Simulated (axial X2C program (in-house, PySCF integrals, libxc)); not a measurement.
# OPmS⁺: the levels of the configuration f(δφ)2 f(π)0

Calculated with an axial X2C code built on PySCF integrals: two-component X2C with atomic mean-field Coulomb and Gaunt terms, basis O dyall-v3z, Pm dyall-v3z, S dyall-v3z (cores contracted in-house). Orbitals come from Hartree–Fock averaged over the configuration Pm f(δφ)2 f(π)0; CI then distributes these electrons over the f(δφ), f(π) shells of Pm.

O–Pm–S held linear, bonds 1.693 and 2.150 Å (the second held) (near the minimum of the configuration average).

Active spinors (ω > 0):

| shell | ω | ε (eV) | character |
| --- | --- | --- | --- |
| f(δφ) | 3/2 | -4.58 | 100% Pm f |
| f(δφ) | 5/2 | -4.46 | 100% Pm f |
| f(δφ) | 7/2 | -3.67 | 100% Pm f |
| f(δφ) | 5/2 | -3.59 | 100% Pm f |
| f(π) | 1/2 | 2.47 | 68% Pm f, 12% Pm p, 6% Pm d |
| f(π) | 3/2 | 2.59 | 85% Pm f, 5% Pm d |

Lowest levels of this model:

| Ω | energy (cm⁻¹) | g∥ | configuration |
| --- | --- | --- | --- |
| 4 | 0 | 6.26 | 100% f(δφ)2 |
| 5 | 4276 | 10.10 | 100% f(δφ)2 |
| 0 | 4478 | 0.00 | 100% f(δφ)2 |
| 1 | 7165 | 3.18 | 100% f(δφ)2 |
| 6 | 7695 | 13.96 | 100% f(δφ)2 |
| 2 | 14388 | 5.82 | 100% f(δφ)2 |
| 1 | 14475 | 2.48 | 100% f(δφ)2 |
| 0 | 15122 | 0.00 | 100% f(δφ)2 |
| 0 | 18266 | 0.00 | 100% f(δφ)2 |
| 0 | 19528 | 0.00 | 100% f(δφ)2 |
| 1 | 23150 | 2.15 | 100% f(δφ)2 |
| 4 | 26308 | 8.11 | 100% f(δφ)2 |
| 6 | 28213 | 12.05 | 100% f(δφ)2 |

g∥ is the magnitude of 2⟨Lz + ge Sz⟩ for the +Ω component.

Question: From Ω and g∥ of the lowest level, whose 2⟨Lz + ge Sz⟩ is positive, find ⟨Sz⟩ and ⟨Lz⟩ (ge = 2.0023).

Answer: Ω = ⟨Lz⟩ + ⟨Sz⟩ = 4 and ⟨Lz⟩ + ge⟨Sz⟩ = 3.130, so ⟨Sz⟩ = -0.87 and ⟨Lz⟩ = 4.87.

Occupations of the active spinors in the lowest level by ω, shell by shell in order of energy: -7/2: 0.00; -5/2: 0.00 0.00; -3/2: 0.00 0.00; -1/2: 0.00; 1/2: 0.00; 3/2: 1.00 0.00; 5/2: 0.70 0.30; 7/2: 0.00. The leading determinant has weight 0.70 among 5.

This point took 4.7 s on 1 thread of Arm Neoverse V1 (shared host).

There is no dynamic correlation: spin–orbit spacings and, for f shells, spacings inside one term are the most reliable numbers, splittings between terms come out too wide, and energies between configurations are not reliable, so the lowest level need not be the ground state of the molecule. At most 6 roots were kept for each Ω > 0 (twice that for Ω = 0) within 3.5 eV of the lowest, so higher up levels can be missing between those listed; levels with Ω > 0 are doubly degenerate and listed once, Ω = 0 levels singly. States that fill the shells left empty in the average are placed too high. The molecule was held linear; bending was not examined.
